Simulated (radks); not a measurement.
Values are calculated unless marked as measured or tabulated.
Valence configurations of Sb (all share [Kr]). Code: a radial shooting solver on a logarithmic mesh with Libxc functionals. Model: scalar-relativistic Kohn-Sham, PBE, spin-unpolarised, spherical densities, finite nucleus; Fermi nuclear charge, rms radius 4.6802 fm. Energies are relative to 4d10 5s2 5p3; eigenvalues in eV.

valence           E (eV)    e(4d)   e(5p)    e(5s)
4d10 5s2 5p3       0.000  -33.508  -4.828  -12.830
4d9 5s2 5p4       31.120  -39.478  -5.899  -14.704
4d10 5s1 5p4       8.111  -34.905  -5.406  -13.625
4d10 5p5          16.429  -36.231  -5.944        -
4d8 5s2 5p5       67.144  -45.431  -6.939  -16.491
4d9.5 5s2 5p3.5   14.948  -36.496  -5.368  -13.780
4d10 5s1.5 5p3.5   4.028  -34.217  -5.123  -13.236
4d9.5 5s1.5 5p4   19.179  -37.176  -5.650  -14.164

NIST lists [Kr] 4d10 5s2 5p3 as the ground configuration; this level of theory agrees among the configurations tried. The energies are those of spherical spin-averaged densities, not of single terms.
